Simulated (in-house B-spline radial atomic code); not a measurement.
Results of a calculation; reference values are marked as such.
## Sb ion on W atom: potential, deflection and energy transfer

The pair potential comes from two frozen, spherical free-atom densities (PBE, B-spline radial code, scalar-relativistic past argon): electrostatics plus the change in Thomas-Fermi kinetic and Dirac exchange energy where they overlap, the recipe behind the universal ZBL potential, which averages such potentials (from solid-state densities) over many pairs. It is written V = (Z1 Z2 e²/r) φ(r/a), with e² = 14.3996 eV·Å and a = 0.46850 Å/(Z1^0.23 + Z2^0.23); ZBL's fit is φ = 0.18175 e^(−3.1998x) + 0.50986 e^(−0.94229x) + 0.28022 e^(−0.4029x) + 0.02817 e^(−0.20162x). Where φ falls below 4e-4 it is continued as an exponential.

Masses 121.76 and 183.84 u.

```
x = r/a  φ, this pair    φ, ZBL
    0.1        0.8822    0.8928
    0.5        0.6009    0.6096
    1.5        0.2911    0.2995
      3        0.1246    0.1292
      5       0.04968   0.05224
      8       0.01635   0.01705
     12      0.004706   0.00474
     17      0.001293  0.001212
```

Problem. At x = 4 the electrostatic, kinetic and exchange parts are 1609.02, 10416.57 and -476.96 eV. Find r, V and φ.

Solution. a = 0.46850/(2.4703 + 2.6911) = 0.09077 Å, so r = 0.36309 Å. V = 1609.02 + 10416.57 + (-476.96) = 11548.63 eV. The bare repulsion is 51 × 74 × 14.3996/0.36309 = 149670 eV, so φ = 0.0772, -3.9 % against ZBL's 0.0803. The kinetic (Pauli) term is 90 % of V here.

Problem. The ion comes in at 9.952 keV with impact parameter 0.1815 Å. The scattering integral gives a centre-of-mass angle of 119° and a closest approach of 5.248 a. What are the reduced energy, the energy passed on and the laboratory angles?

Solution. ε = E a M2/(Z1 Z2 e² (M1 + M2)) = 9952 × 1.0048e-06 = 0.01. The most that one collision can pass on is γE with γ = 4 M1 M2/(M1 + M2)² = 0.9587. Here T = γE sin²(θ/2) = 0.9587 × 9952 × 0.7421 = 7081 eV. The ion turns by arctan(sin θ/(cos θ + M1/M2)) = 78.5°, and the struck atom leaves at (180° − θ)/2 = 30.5°. The closest approach is 0.476 Å. With ZBL the angle would be 119.98° and T = 7154 eV.
